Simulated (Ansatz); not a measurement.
CH$_{6}$OSeSi (SMILES CO[Se][SiH3]), singlet, at a GFN2-xTB geometry; CASSCF(4,4)/STO-3G in Ansatz (a first-principles code).

Ansatz was given this input:
Ansatz 0.2 input:
```yaml
crystal:
  periodic: [false, false, false]
  atoms:
    - {symbol: Se, position_ang: [0.15499529, -0.06196398, 0.76543791]}
    - {symbol: O, position_ang: [1.22024411, 0.63793843, -0.56835193]}
    - {symbol: C, position_ang: [1.81056116, -0.26587093, -1.46323615]}
    - {symbol: H, position_ang: [1.06433921, -0.83458477, -2.02812906]}
    - {symbol: H, position_ang: [2.38837917, 0.34806053, -2.15651221]}
    - {symbol: H, position_ang: [2.48527972, -0.96394560, -0.95916241]}
    - {symbol: Si, position_ang: [-1.80437019, 0.00394628, -0.40595440]}
    - {symbol: H, position_ang: [-1.68819347, -0.83801658, -1.59797507]}
    - {symbol: H, position_ang: [-2.10135903, 1.37795620, -0.79622403]}
    - {symbol: H, position_ang: [-2.78242257, -0.54622411, 0.52270748]}
basis:
  gaussian:
    orbitals: STO-3G
hamiltonian:
  xc: hf
magnetization: {spin_polarized: false}
correlation: {active_space: {window: {electrons: 4, orbitals: 4}}}
```

The log (banner, timings and long lists left out):

```
Functional definition: HF
505 factors; integrals over basis functions are off by at most 3.0e-5 eV
mean field evaluation 1: about -75480.0573 eV, gradient 1.8e1 eV
mean field evaluation 2: about -75480.2049 eV, gradient 1.8e1 eV
mean field evaluation 4: about -75481.6053 eV, gradient 1.2e0 eV
mean field evaluation 8: about -75481.6116 eV, gradient 1.1e-5 eV
mean field -75481.61155259 eV, -2773.8980612838 hartree, gradient 1.2e-6 eV, S^2 0.000000; 0 other end points of the search recorded, 0 dependent functions left out
reference -75481.61155259 eV, -2773.8980612838 hartree; 34, 34 occupied and 9, 9 virtual orbitals, 505 factors
state -75483.14499557 eV, -2773.9544142741 hartree
Total energy: -75483.14499557 eV, -2773.9544142741 hartree
```
